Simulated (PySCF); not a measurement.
Dipole moment (D) of eight silicon and germanium compounds: PBE beside r2SCAN, computed with PySCF for isolated molecules in the bases named; differences from unrounded values. The eight are the first of their class met in an unordered collection, after screening for sound electronic states; none was chosen by its value, except that the dipole had to exceed 0.05 D. Each molecule has one DFT geometry for both levels.

| molecule | basis | r2SCAN | PBE | difference |
|---|---|---|---|---|
| C2H9NOSi, SMILES N[Si@@H](O)CC | def2-TZVP | 0.59 | 0.57 | -0.03 |
| F₂H₅NSi₂, SMILES F[SiH2]N[SiH2]F | def2-TZVP | 1.03 | 1.02 | -0.01 |
| CH10FNSi3, SMILES C[Si@H](F)N([SiH3])[SiH3] | def2-TZVP | 1.55 | ? | ? |
| FH5OSi3, SMILES [SiH2]1O[SiH2][SiH]1F | def2-TZVP | 0.75 | ? | ? |
| C4H6Si, SMILES C1=C[SiH2]C=C1 | def2-TZVP | 0.65 | 0.64 | -0.01 |
| C4H7NSi, SMILES C#CC(=C)[SiH2]N | def2-TZVP | 1.19 | ? | ? |
| SiHBr₃, SMILES Br[SiH](Br)Br | def2-TZVP | 0.68 | 0.62 | -0.06 |
| GeF3Br, SMILES [F][Ge]([F])([Br])[F] | def2-TZVP | 1.65 | 1.63 | -0.02 |

### Question
Fill in the missing entries. (The exact figures need the calculation; the answer reports its results.)

### Answer

- FH5OSi3, SMILES [SiH2]1O[SiH2][SiH]1F, PBE: 0.73
- FH5OSi3, SMILES [SiH2]1O[SiH2][SiH]1F, difference: -0.02
- CH10FNSi3, SMILES C[Si@H](F)N([SiH3])[SiH3], PBE: 1.51
- CH10FNSi3, SMILES C[Si@H](F)N([SiH3])[SiH3], difference: -0.04
- C4H7NSi, SMILES C#CC(=C)[SiH2]N, PBE: 1.18
- C4H7NSi, SMILES C#CC(=C)[SiH2]N, difference: -0.01

PBE lies below r2SCAN in 8 and above it in 0 of the eight; the mean signed difference is -0.03 and the largest -0.06 D.
